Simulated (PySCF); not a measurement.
## CBr₄: tetrahedral to square-planar path

All numbers come from B3LYP/[C def2-TZVP, Br def2-TZVP], no relativity, density fitting, PySCF.

Rigid scan from the singlet minimum (C–Br 1.956 Å (×4); Br–C–Br 109.5° (×6)). Coordinate: D2d path, angle between each bond and the S4 axis (54.74 tetrahedral, 90 square planar), bonds fixed. Energies in kJ/mol from the minimum.

```tsv
angle of the bonds to the S4 axis (°)	E (kJ/mol)
45.0	128.4
50.0	25.4
54.7	0.0
60.0	24.6
66.0	100.5
72.0	212.2
78.0	343.6
84.0	469.1
90.0	531.9
```

With the bonds held, the square planar shape lies 531.9 kJ/mol from the minimum.

Other isomers or separated fragments may lie lower.
